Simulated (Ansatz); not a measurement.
Reaction (ligand exchange at the Al–C bond): `CO[CH2][AlH][CH3]` + `C[SeH]` → `[CH3][AlH][Se]C` + dimethyl ether

Isolated molecules relaxed with PBE0-D4/def2-TZVP in Ansatz; ΔE leaves out vibrations. CCSD(T)/CBS adds triple-zeta CCSD(T) − MP2 to the extrapolated MP2 energy (def2 sets, frozen cores). DFT in def2-TZVPP. For Se outer-core shells are correlated without core-valence functions, which leaves a few kJ/mol of doubt a bond. Scalar relativity is left out up to krypton. One conformer a species, not always the lowest.

`CO[CH2][AlH][CH3]`:

Z-matrix (Å, degrees):
```
C
O 1 1.393
H 1 1.100 2 111.7
H 1 1.091 2 108.1 3 -119.8
H 1 1.104 2 111.8 3 120.9
C 2 1.421 1 111.8 3 -62.2
Al 6 1.988 2 114.3 1 -73.6
H 6 1.103 2 110.4 1 55.1
H 6 1.099 2 106.1 1 168.0
C 7 1.951 6 121.3 2 -6.3
H 7 1.595 6 117.7 2 176.7
H 10 1.093 7 112.2 6 -10.6
H 10 1.096 7 110.6 6 109.6
H 10 1.094 7 111.5 6 -132.3
```

`C[SeH]`:

```xyz
6

C    -0.242   -0.148    0.467
Se    1.260    0.048   -0.760
H    -0.650    0.825    0.729
H     0.161   -0.622    1.360
H    -1.009   -0.787    0.034
H     0.481    0.683   -1.830
```

`[CH3][AlH][Se]C`:

Cartesian coordinates in Å:
```
C 0.441 0.880 -1.442
Al 0.711 -0.988 -0.952
Se -0.040 -1.802 1.077
C -0.804 -0.165 1.849
H -0.515 1.000 -1.965
H 0.421 1.545 -0.575
H 1.223 1.227 -2.123
H 1.413 -2.060 -1.884
H -1.463 0.325 1.137
H -1.377 -0.472 2.722
H -0.009 0.511 2.156
```

`COC`:

```xyz
9

C    -0.352   -0.891    0.656
O    -0.578    0.461    0.377
C     0.284    0.945   -0.612
H    -0.509   -1.519   -0.233
H    -1.058   -1.193    1.430
H     0.671   -1.063    1.021
H     0.156    0.404   -1.561
H     0.048    1.998   -0.771
H     1.337    0.859   -0.307
```

```csv
species,revPBE energy (Eh)
`CO[CH2][AlH][CH3]`,-437.32477
`C[SeH]`,-2441.86639
`[CH3][AlH][Se]C`,-2724.20892
`COC`,-155.03718
```

(1) Work out ΔE.

Largest T1 diagnostic among the species: 0.011.

Results:

(1) ΔE = (-2724.20892) + (-155.03718) − (-437.32477) − (-2441.86639) = -0.05494 Eh = -34.5 kcal/mol. CCSD(T)/CBS gives -35.9 kcal/mol.

From BLYP to BHLYP (50 % exact exchange), in def2-TZVPP and without D4, ΔE moves by −2.4 kcal/mol. Leaving LDA and LC-ωPBE aside and taking each functional with its dispersion term where it has one, the values, not all of them listed here, spread over 3.2 kcal/mol, from PBE-QIDH to BLYP-D4. LDA lies +1.2 kcal/mol from PBE without D4.
